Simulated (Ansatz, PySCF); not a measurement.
Species: C$_{3}$H$_{3}$O, net charge -1, singlet state. It need not be the lowest isomer of its formula. Whether it binds its extra electron was not tested at this geometry. 
Geometry from a B3LYP-D3(BJ)/def2-TZVP (Ansatz, an electronic-structure program) optimisation:
SMILES: [C-]#CCO
```xyz
7

C      2.0196     0.0365    -0.2522
C      0.8411    -0.2474     0.0078
C     -0.5624    -0.4964     0.2790
O     -1.4150     0.6291    -0.1045
H     -0.7514    -0.6807     1.3470
H     -0.9404    -1.3736    -0.2668
H     -0.7777     1.2649    -0.4521
```
Charge -1, spin multiplicity 1.

Total electronic energies in hartree. Correlated levels leave the core frozen unless marked. Spin-orbit coupling is left out. No relativistic terms. CBS marks a two-point X^-3 extrapolation of the correlation energy; Hartree-Fock from the larger set. [CCSD(T)-MP2]/basis is that difference in the basis named.

| level | program | energy (Eh) |
|---|---|---|
| HF/aug-cc-pVTZ | Ansatz | -190.17700 |
| r2SCAN/def2-TZVPD | Ansatz | -191.22510 |
| TPSSh-D3(BJ)/def2-TZVPD | PySCF + dftd3 | -191.34448 |
| LC-wPBE-D4/def2-TZVPD | Ansatz + dftd4 | -191.20470 |
| MP2/6-31G | Ansatz | -190.38662 |
| MP2/aug-cc-pVTZ | Ansatz | -190.91431 |
| MP2/cc-pwCVTZ | Ansatz | -190.90118 |
| RI-MP2/aug-cc-pVTZ | Ansatz | -190.91407 |
| SCS-MP2/aug-cc-pVTZ | Ansatz | -190.90329 |
| CCSD/aug-cc-pVTZ | Ansatz | -190.92644 |
| CCSD(T)/STO-3G | Ansatz | -187.75070 |
| CCSD(T)/cc-pVTZ | Ansatz | -190.93805 |
| CCSD(T)/cc-pwCVTZ | Ansatz | -190.95075 |
| CCSD(T) with core electrons/cc-pwCVTZ | Ansatz | -191.14850 |
| RI-MP2/CBS(aug-cc-pVTZ,aug-cc-pVQZ)+[CCSD(T)-MP2]/aug-cc-pVTZ | Ansatz | -191.0486 |

Totals of different functionals don't rank their quality; only differences between species are comparable.
